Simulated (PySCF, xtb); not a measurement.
Sn(F)(Cl)2(NH2) (Cl₂FH₂NSn), SMILES [NH2][Sn]([F])([Cl])[Cl]. Other conformers were not sampled.

Harmonic wavenumbers (cm⁻¹) from GFN2-xTB (xtb) at its own minimum, in rising order: 70, 85, 93, 96, 119, 121, 274, 343, 377, 471, 766, 775, 1434, 3348, 3379.

Task: What does PBE-D3(BJ)/def2-SVP (PySCF 2.14.0) give at its own minimum? (Estimate from the structure and the level; the computed values follow.)

Result: 20, 95, 134, 138, 152, 154, 361, 389, 537, 608, 679, 875, 1476, 3387, 3491. Paired by order, the mean absolute difference is 68 cm⁻¹ and the zero-point energies are 16.8 and 17.9 kcal/mol.
